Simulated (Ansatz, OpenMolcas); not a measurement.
How basis sets differ on SiH2O2F2 (SMILES O[Si](O)(F)F)

SiH2O2F2: 7 atoms, total charge 0, spin state singlet. SMILES: `O[Si](O)(F)F`. The coordinates come from a PBE0-D4/def2-TZVP relaxation. This is one conformer, not always the lowest.

Quantity: the HOMO–LUMO gap, in eV. The values are calculated.

```tsv
level	kind	program	value (eV)
HF/ANO-R0 (sfX2C)	Hartree–Fock	OpenMolcas	17.98
HF/ANO-RCC-MB (DKH2)	Hartree–Fock	OpenMolcas	21.65
HF/STO-3G	Hartree–Fock	Ansatz	22.44
HF/3-21G	Hartree–Fock	Ansatz	19.61
HF/ANO-XS-VDZ (DKH2, RICD fitting)	Hartree–Fock	OpenMolcas	19.07
HF/def2-SVP	Hartree–Fock	OpenMolcas	18.89
```

The values span 17.98 to 22.44 eV. A Hartree–Fock LUMO above zero doesn't converge with the basis: it sinks as sets grow more diffuse. Orbital gaps aren't excitation energies.
